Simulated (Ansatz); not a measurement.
`C[Se][SiH2]S` + `C[NH][AlH][SH]` → `C[N](C)[AlH][SH]` + `S[SiH2][SeH]`  (substitution at a C–Se bond)

Gas-phase electronic energies from Ansatz, PBE0-D4/def2-TZVP geometries. CCSD(T)/CBS adds triple-zeta CCSD(T) − MP2 to the extrapolated MP2 energy (def2 sets, frozen cores). DFT in def2-TZVPP. B3LYP here is the variant with VWN-RPA as its local correlation; programs differ in this. For Se outer-core shells are correlated without core-valence functions, which leaves a few kJ/mol of doubt a bond. Scalar relativity is left out up to krypton. Each species was taken in one conformer, which may not be the lowest.

`C[Se][SiH2]S`:

Cartesian coordinates in Å:
```
C -0.563 1.552 -0.696
Se 1.238 0.947 -0.228
Si 0.616 -0.866 0.972
S -0.602 -2.236 -0.127
H -1.121 0.731 -1.143
H -0.441 2.354 -1.421
H -1.074 1.928 0.188
H -0.245 -0.510 2.128
H 1.888 -1.478 1.430
H 0.304 -2.422 -1.102
```

`C[NH][AlH][SH]`:

Cartesian coordinates in Å:
```
C 0.232 -1.349 -0.248
N 0.810 -0.024 -0.262
Al 0.125 1.549 0.155
S -1.944 1.742 0.843
H 0.749 -2.023 0.445
H 0.242 -1.818 -1.239
H -0.812 -1.303 0.071
H 1.773 -0.039 -0.566
H 1.021 2.840 0.030
H -2.196 0.424 0.772
```

`C[N](C)[AlH][SH]`:

Z-matrix (Å, degrees):
```
C
N 1 1.440
H 1 1.092 2 111.3
H 1 1.099 2 111.5 3 120.1
H 1 1.099 2 111.6 3 -120.1
C 2 1.445 1 112.1 3 -179.9
Al 2 1.771 1 127.0 3 0.1
H 6 1.099 2 111.5 1 -60.0
H 6 1.099 2 111.5 1 60.0
H 6 1.093 2 110.8 1 180.0
S 7 2.190 2 122.2 1 0.0
H 7 1.576 2 119.1 1 -180.0
H 11 1.343 7 94.9 2 0.1
```

`S[SiH2][SeH]`:

Cartesian coordinates in Å:
```
S 0.842 1.241 1.467
Si 0.447 -0.283 0.036
Se -1.806 -0.605 -0.098
H 0.119 2.176 0.825
H 0.946 0.049 -1.321
H 1.169 -1.465 0.564
H -1.716 -1.113 -1.474
```

Task: Is it downhill or uphill in electronic energy at CCSD(T)/CBS, and by how much? (Best estimate.)

Result: The calculation gave: Uphill: ΔE = +30.3 kJ/mol.

Task: What do these levels give: PBE-D4, PBE0-D4, B3LYP-D4, ωB97M-V, PBE, PBE0, B3LYP, MP2/def2-TZVPP, CCSD/def2-TZVPP, HF/def2-QZVPP, SCS-MP2/def2-QZVPP, CCSD/CBS(def2)? (An estimate is asked.)

Result: Ansatz gave: PBE-D4 29.0, PBE0-D4 28.6, B3LYP-D4 29.1, ωB97M-V 28.6, PBE 28.9, PBE0 28.3, B3LYP 28.7, MP2/def2-TZVPP 31.9, CCSD/def2-TZVPP 27.8, HF/def2-QZVPP 27.1, SCS-MP2/def2-QZVPP 31.7, CCSD/CBS(def2) 29.8 kJ/mol.

Largest T1 diagnostic among the species: 0.012.
